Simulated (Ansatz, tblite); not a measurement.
Removing and adding an electron: pyrene, `c1cc2ccc3cccc4ccc(c1)c2c34`. Total charge 0; singlet. Geometry: r2SCAN-D4/def2-SVP. Ansatz, gas phase; energy differences of separate SCF runs; the oxidised species was run as a doublet alone; the reduced species was run as a doublet alone.

| atom | x (Å) | y (Å) | z (Å) |
| --- | --- | --- | --- |
| C1 | -2.3791 | -1.7044 | 1.9703 |
| C2 | -2.7889 | -1.0376 | 0.8143 |
| C3 | -1.8586 | -0.3509 | 0.0119 |
| C4 | -2.2413 | 0.3458 | -1.1829 |
| C5 | -1.3192 | 1.0064 | -1.9466 |
| C6 | 0.0693 | 1.0304 | -1.5846 |
| C7 | 1.0368 | 1.7035 | -2.3538 |
| C8 | 2.3789 | 1.7052 | -1.9698 |
| C9 | 2.7887 | 1.0384 | -0.8138 |
| C10 | 1.8586 | 0.3508 | -0.0119 |
| C11 | 2.2414 | -0.3462 | 1.1826 |
| C12 | 1.3193 | -1.0072 | 1.9461 |
| C13 | -0.0692 | -1.0309 | 1.5843 |
| C14 | -1.0368 | -1.7035 | 2.3539 |
| C15 | -0.4804 | -0.3445 | 0.3977 |
| C16 | 0.4804 | 0.3442 | -0.3978 |
| H17 | -3.1168 | -2.2332 | 2.5812 |
| H18 | -3.8428 | -1.0422 | 0.5192 |
| H19 | -3.2967 | 0.3376 | -1.4733 |
| H20 | -1.6281 | 1.5326 | -2.8553 |
| H21 | 0.7221 | 2.2284 | -3.2613 |
| H22 | 3.1166 | 2.2338 | -2.5808 |
| H23 | 3.8426 | 1.0438 | -0.5183 |
| H24 | 3.2968 | -0.3382 | 1.4730 |
| H25 | 1.6284 | -1.5341 | 2.8544 |
| H26 | -0.7222 | -2.2284 | 3.2614 |

The xTB rows come from tblite.

| level | −HOMO (eV) | vertical IE (eV) | −LUMO (eV) | vertical EA (eV) | HOMO–LUMO gap (eV) | IE − EA (eV) | remarks |
| --- | --- | --- | --- | --- | --- | --- | --- |
| GFN1-xTB | 10.86 | 13.07 | 8.54 | 6.34 | 2.32 | 6.72 | – |
| GFN2-xTB | 9.89 | 12.14 | 7.54 | 5.31 | 2.34 | 6.83 | – |
| PBE-D4/def2-SVP | 5.02 | 7.17 | 2.39 | 0.38 | 2.63 | 6.79 | HOMO above zero (-1 doublet) |
| PBE0-D4/def2-SVP | 5.80 | 7.28 | 1.72 | 0.35 | 4.08 | 6.92 | HOMO above zero (-1 doublet) |

Relaxing the oxidised species (r2SCAN-D4/def2-SVP) changes its energy by -0.06 eV at PBE-D4/def2-SVP, so the adiabatic ionisation energy to this nearest minimum is 7.11 eV. At PBE0-D4/def2-SVP it is 7.22 eV.     A HOMO above zero means that the electron is unbound at that level or that self-interaction error raises the level; the energy of removing that electron tells which. Raw xTB energy differences between charge states are shifted by several eV; the methods need an empirical correction for them. Sets without diffuse functions give affinities that are too small.
